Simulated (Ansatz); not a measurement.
Mulliken charges of `[NH2][Sn][SH]` from PBE/def2-TZVPP in Ansatz (PBE0-D4/def2-TZVP geometry).

```json
{"atom": "N1", "x (Å)": "-0.905", "y (Å)": "0.210", "z (Å)": "-0.977", "charge (e)": "-0.545"}
{"atom": "Sn2", "x (Å)": "0.274", "y (Å)": "-1.207", "z (Å)": "-0.176", "charge (e)": "0.532"}
{"atom": "S3", "x (Å)": "1.180", "y (Å)": "0.332", "z (Å)": "1.491", "charge (e)": "-0.415"}
{"atom": "H4", "x (Å)": "-0.965", "y (Å)": "1.167", "z (Å)": "-0.665", "charge (e)": "0.161"}
{"atom": "H5", "x (Å)": "-1.517", "y (Å)": "0.036", "z (Å)": "-1.758", "charge (e)": "0.154"}
{"atom": "H6", "x (Å)": "1.974", "y (Å)": "-0.602", "z (Å)": "2.039", "charge (e)": "0.113"}
```

Question: By hand: the dipole of these point charges (1 e Å = 4.8032 D).

Answer: Σ q r = (-0.017, -0.769, -0.327) e Å, of length 0.836 e Å = 4.02 D.

Question: How does the dipole of the full density compare? (Estimate.)

Answer: The calculation gave: (-0.160, -0.213, -0.272) e Å, 1.83 D; the point charges give 2.20 times that, at 37° from its direction.

Point charges leave out the atoms' own dipoles, such as those of lone pairs, and Mulliken's split depends on the basis, so the two needn't agree.
